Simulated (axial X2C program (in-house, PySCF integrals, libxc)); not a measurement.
# Levels of InS by electron attachment to InS⁺ (EOM-EA-CCSD)

Computed with an axial X2C code built on PySCF integrals: two-component X2C with atomic mean-field Coulomb and Gaunt terms, Gaussian nuclei, basis In dyall-acv3z, S dyall-av3z with contracted cores.

R = 2.386 Å (1.045 times 2.283 Å, the PBE0 minimum at charge 0 for the lowest determinant).

Levels of InS obtained by attaching an electron to InS⁺:

```json
{"Ω": "1/2", "binding energy (eV)": "9.035", "above lowest (cm⁻¹)": "0", "attached spinor": "45% S pσ, 33% In pσ, 16% In sσ", "one-particle weight": "0.94"}
{"Ω": "1/2", "binding energy (eV)": "5.593", "above lowest (cm⁻¹)": "27768", "attached spinor": "76% In pπ, 8% S dπ, 7% In dπ", "one-particle weight": "0.93"}
{"Ω": "3/2", "binding energy (eV)": "5.408", "above lowest (cm⁻¹)": "29256", "attached spinor": "76% In pπ, 8% S dπ, 7% In dπ", "one-particle weight": "0.95"}
{"Ω": "1/2", "binding energy (eV)": "3.725", "above lowest (cm⁻¹)": "42828", "attached spinor": "50% In pσ, 25% In dσ, 11% S pσ", "one-particle weight": "0.72"}
```

Task: What is the splitting of the first π pair in the table, and is it regular or inverted?

Result: E(3/2) − E(1/2) = 29256 − 27768 = 1488 cm⁻¹ at EOM-EA-CCSD: regular, Ω = 1/2 lower. Splittings at this level can be off by ten to twenty per cent.

This point took 32 s on 1 thread of Arm Neoverse V2, on a shared host.

Reference electrons by ω block (each with its −ω partner): 1/2: 21, 3/2: 9, 5/2: 2. 18 electrons of InS⁺ correlated (inner shells frozen), 84 natural virtual spinors (a truncated set); levels can be off by some tenths of an eV. Roots sought by Ω: (1/2: 5, 3/2: 4, 5/2: 2, 7/2: 1); rows need 60 % one-particle weight and stop where some Ω has no more roots. Missing are any skipped roots, higher Ω and states of a further excitation; these come out far too high here and may in truth be low or lowest. T1 of the reference 0.025 (Lee–Taylor). The reference was not checked to be the lowest state of its species. Number of frozen shells: In 4 s, 3 p, 1 d; S 2 s, 1 p. Large amplitudes in the reference (orbital relaxation or multireference character) lower the reliability.
